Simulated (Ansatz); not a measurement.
Correlation energies of AlClFHOSi (`F[Si]1(Cl)[O][AlH]1`) by basis set

| atom | x (Å) | y (Å) | z (Å) |
| --- | --- | --- | --- |
| F1 | -0.8846 | -2.0264 | -0.2470 |
| Si2 | -0.3493 | -0.5584 | -0.5366 |
| Cl3 | -1.1964 | -0.0474 | -2.3232 |
| O4 | -0.6746 | 0.4995 | 0.6930 |
| Al5 | 1.0685 | 0.6436 | 0.7522 |
| H6 | 2.0364 | 1.4890 | 1.6616 |

Charge 0, multiplicity 1. Geometry: relaxed with PBE0-D4/def2-TZVP. Frozen core, restricted reference, Ansatz 0.2.0. CBS rows extrapolate triple and quadruple zeta; past MP2 they add the triple-zeta difference.

```
     basis      HF (Eh)  MP2 corr.
  def2-SVP  -1164.91490   -0.64593
def2-TZVPP  -1165.50552   -0.85238
def2-QZVPP  -1165.54341   -0.93073
```

Q: Estimate the CCSD correlation energy and the (T) correction in each basis where they were run (hartree).

A: 
```tsv
basis	CCSD corr.	(T)
def2-SVP	-0.67256	-0.01668
def2-TZVPP	-0.87771	-0.03484
CBS(def2)	-1.01411	as TZ
```
